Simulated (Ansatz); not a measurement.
An input meant for PtS₃⁻ (charge -1, doublet).

```yaml
crystal:
  periodic: [false, false, false]
  atoms:
    - {symbol: Pt, position_ang: [-0.255173, -0.464183, 0.040311]}
    - {symbol: S, position_ang: [1.639780, 0.745332, -0.529876]}
    - {symbol: S, position_ang: [0.095694, 1.923816, 0.200756]}
    - {symbol: S, position_ang: [-1.480300, -2.204976, 0.288809]}
basis:
  gaussian: {orbitals: def2-SVP}
total_charge: -3
magnetization: {spin_polarized: true, initial_magnetization: 1}
hamiltonian: {xc: {name: PBE0}}
scf: {omitted_lower_state_checks: [starts]}
output: {forces: true}
```

```sh
$ ansatz run in.yaml --threads 2 --pin off --events-out ev --progress --plain --max-ram 4352MiB
```

Shortened log:

```
Functional definition: PBE0
802 factors; integrals over basis functions are off by at most 8.8e-4 eV
mean field evaluation 1: about -35611.0403 eV, gradient 1.4e2 eV
mean field evaluation 2: about -35406.7409 eV, gradient 2.2e2 eV
mean field evaluation 4: about -35637.1952 eV, gradient 1.1e2 eV
mean field evaluation 8: about -35723.4318 eV, gradient 9.5e-1 eV
mean field evaluation 16: about -35723.6539 eV, gradient 4.4e-3 eV
mean field -35723.65391562 eV, -1312.8200670369 hartree, gradient 3.9e-5 eV, S^2 0.762110; 0 other end points of the search recorded, 0 dependent functions left out
reference -35723.65394338 eV, -1312.8200680571 hartree; 35, 34 occupied and 51, 52 virtual orbitals, 802 factors
Total energy: -35723.65394338 eV, -1312.8200680571 hartree
Atom 0 at    -0.255173    -0.464183     0.040311 Å, force     0.127847     0.442335     0.006817 eV/Å
Atom 1 at     1.639780     0.745332    -0.529876 Å, force     2.694996     0.113652    -1.007697 eV/Å
Atom 2 at     0.095694     1.923816     0.200756 Å, force    -0.971873     2.071355     0.623861 eV/Å
Atom 3 at    -1.480300    -2.204976     0.288809 Å, force    -1.850970    -2.627342     0.377019 eV/Å
Dipole moment:     0.171095     0.210074    -0.038824 e Å
Checks for a lower state left out: starts
```

(1) Something in this input is off. What?

## Answers

(1) The charge is far from what the species holds (-3 typed, -1 meant). The run converged. The result belongs to that input, not to the species as meant. The highest occupied level of an anion often lies above zero with these methods, and sets without diffuse functions describe the outer electron poorly.
